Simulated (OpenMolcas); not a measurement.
Ag2+ (d9) among equal point charges was computed by CASSCF with the d shell active (OpenMolcas, ANO-RCC-VDZP on the metal). Its lowest spin-free states, and all those of the highest spin:

```tsv
2S+1	Degeneracy	E (cm-1)
2	2	0.0
2	3	2509
```

Is the site octahedral, tetrahedral or cube-like, axial, or of lower symmetry?

The states with 2S+1 = 2 have orbital degeneracies 2, 3. Threefold states need a cubic site. For d9 at this spin an octahedron puts the twofold E below the threefold T2 and a tetrahedron or cube puts the threefold T2 below the twofold E, so the site is octahedral. The first gap at this spin, 2510 cm-1, is |10Dq| in ligand-field theory. The run had Ag2+ among 6 point charges of -0.85 e arranged as an octahedron (Oh), 2.16 Å from the ion.

An orbital doublet at a regular site is open to a Jahn-Teller distortion, which this geometry leaves out. The ground term spreads over less than 5000 cm-1, several times less than with real ligands, so orbital moments are less quenched and χT lies further from the spin-only value than at real sites. This is an electrostatic model: the charges have no orbitals. No measured value stands beside these numbers.
